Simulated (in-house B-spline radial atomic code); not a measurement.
Whole-atom quantities along the 22-electron series, configuration 1s2 2s2 2p6 3s2 3p6 3d3/2(4). Breit and QED terms are first order and not part of the total energy; the density at the nucleus is averaged over the nuclear charge. Computed with a B-spline radial code for spherical atoms: Dirac-Hartree-Fock, jj configuration that fills j = l - 1/2 first, finite nuclei.

```csv
ion,Z,E/Z² (Eh),Σ<r²> (bohr²),n(0)/Z³ (bohr⁻³),Lamb diamagnetic shielding (ppm),repulsion over attraction,Breit energy (eV),self-energy (eV),vacuum polarisation (eV)
Yb48+,70,-2.4664,0.58558,2.7634,6932.04,0.059885,349.08,306.74,-52.358
Lu49+,71,-2.4756,0.56481,2.8602,7065.71,0.058982,365.95,323.57,-56.02
Hf50+,72,-2.4849,0.54504,2.9763,7201.1,0.058098,383.42,341.14,-59.925
Ta51+,73,-2.4941,0.52623,3.0939,7338.15,0.057235,401.48,359.5,-64.068
W52+,74,-2.5033,0.50829,3.2154,7476.95,0.05639,420.16,378.67,-68.465
Re53+,75,-2.5126,0.49119,3.3458,7617.6,0.055563,439.46,398.7,-73.138
Os54+,76,-2.5219,0.47487,3.4741,7760.1,0.054754,459.4,419.6,-78.09
Ir55+,77,-2.5312,0.45929,3.622,7904.64,0.053961,480.02,441.42,-83.365
```

Q: With what power of Z does the column «Breit energy (eV)» change over this range?

A: A fit of the logarithm of its size against log Z from Z = 70 to 77 has slope 3.34.
